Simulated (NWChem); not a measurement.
System: SiH₂OClF; SMILES O[SiH](F)Cl

Here is an NWChem input.

```
start job
memory heap 200 mb stack 900 mb global 1100 mb
geometry units angstroms noautoz
  Si    -0.003544     0.457955     0.372475
  O     -1.288771     1.252525    -0.253010
  F      1.373614     1.030697    -0.242978
  Cl    -0.053860    -1.533213    -0.119012
  H     -0.006725     0.651713     1.829596
  H     -1.499636     1.141358    -1.185324
end
basis spherical
  * library 6-31g*
end
dft
  xc xwpbe 1.00 cpbe96 1.0 hfexch 1.00
  cam 0.3 cam_alpha 0.0 cam_beta 1.0
  iterations 150
  vectors input atomic output neutral.movecs
end
task dft energy
charge 1
dft
  odft
  mult 2
  vectors input atomic output cation.movecs
end
task dft energy
```

Structure relaxed at the PBE0/def2-SVP level.

Ions are spin-unrestricted doublets at the neutral geometry; other ion states weren't tried. Functional: LC-ωPBE (HJS hole) with 6-31G*; the question gives the range parameter ω in 1/bohr.

**Question.** Give the results of this calculation. (LC-wPBE (HJS exchange hole, range parameter 0.3 per bohr)/6-31G* (spherical d), vertical spin-unrestricted ions.) Quantities: vertical ionisation energy, ΔSCF (eV); −ε(HOMO) (eV).

**Answer.** The vertical ionisation energy, ΔSCF (eV) comes out as 12.32. The −ε(HOMO) (eV) is 11.56.
